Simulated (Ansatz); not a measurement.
InH2(vinyl) (C₂H₅In). Total charge 0; singlet. Geometry PBE-D4/def2-TZVP; atoms count from 1.

```xyz
8

In    0.4066    1.3522    0.7658
H     0.9148    2.9636    0.3648
H     0.1948    0.8278    2.4118
C    -0.0158   -0.1169   -0.7489
C    -0.4126   -1.3564   -0.4221
H     0.0849    0.1264   -1.8129
H    -0.5381   -1.6755    0.6181
H    -0.6345   -2.1212   -1.1767
```

In the def2 sets In takes a core potential; there is no spin–orbit coupling.

Estimate the Mulliken populations from the PBE0/def2-TZVP orbitals of Ansatz.


```json
{"atom": "In1", "charge (e)": "0.48"}
{"atom": "H2", "charge (e)": "-0.10"}
{"atom": "H3", "charge (e)": "-0.11"}
{"atom": "C4", "charge (e)": "-0.40"}
{"atom": "C5", "charge (e)": "-0.25"}
{"atom": "H6", "charge (e)": "0.13"}
{"atom": "H7", "charge (e)": "0.14"}
{"atom": "H8", "charge (e)": "0.12"}
```
Mulliken values and Mayer orders depend strongly on the basis.

And the Mayer bond orders between bonded heavy atoms (over 0.3)?

In1–C4 0.88 (2.15 Å); C4–C5 1.96 (1.34 Å).
